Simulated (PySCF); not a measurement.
LDA on Dy (dysprosium, neutral), [Xe] 4f10 5d2, one real determinant (an excited configuration). All numbers are calculated (PySCF 2.14, scalar relativity by spin-free X2C-1e, in x2c-TZVPPall (11s7p7d4f2g, 113 functions)).

```
cycle= 6 E= -12147.9548604445  delta_E= -0.0112  |g|= 0.154  |ddm|= 0.846
cycle= 7 E= -12147.9426150886  delta_E= 0.0122  |g|= 0.261  |ddm|= 0.728
cycle= 8 E= -12147.9630335727  delta_E= -0.0204  |g|= 0.135  |ddm|= 0.253
cycle= 9 E= -12147.9629623864  delta_E= 7.12e-05  |g|= 0.136  |ddm|= 0.0294
cycle= 10 E= -12147.9677323919  delta_E= -0.00477  |g|= 0.0819  |ddm|= 0.121
cycle= 11 E= -12147.9701618628  delta_E= -0.00243  |g|= 0.0194  |ddm|= 0.13
cycle= 12 E= -12147.9701924118  delta_E= -3.05e-05  |g|= 0.0167  |ddm|= 0.0151
cycle= 13 E= -12147.9702539392  delta_E= -6.15e-05  |g|= 0.00667  |ddm|= 0.0206
cycle= 14 E= -12147.9702676541  delta_E= -1.37e-05  |g|= 0.000973  |ddm|= 0.0176
cycle= 15 E= -12147.9702680606  delta_E= -4.07e-07  |g|= 0.000368  |ddm|= 0.00299
cycle= 16 E= -12147.9702681043  delta_E= -4.37e-08  |g|= 0.000253  |ddm|= 0.00113
cycle= 17 E= -12147.9702681293  delta_E= -2.5e-08  |g|= 4.53e-05  |ddm|= 0.000444
cycle= 18 E= -12147.97026813  delta_E= -6.84e-10  |g|= 1.09e-05  |ddm|= 6.41e-05
converged SCF energy = -12147.97026813  <S^2> = 12.003259  2S+1 = 7.000931
```

Highest occupied orbital energy: 0.150 eV; ⟨L²⟩ = 46.52; populations by l: s 10.00, p 24.00, d 22.00, f 10.00.

Q: Can this result be used?

A: Not for this state. Self-consistency was reached. ⟨L²⟩ = 46.52 against 90 for a pure M term, so this real determinant mixes terms. Spin-orbit coupling, absent here, splits the open shell strongly. At LDA the highest occupied level has a positive energy, so only the finite basis holds that electron; for this excited configuration the basis is too tight for the outer shell.
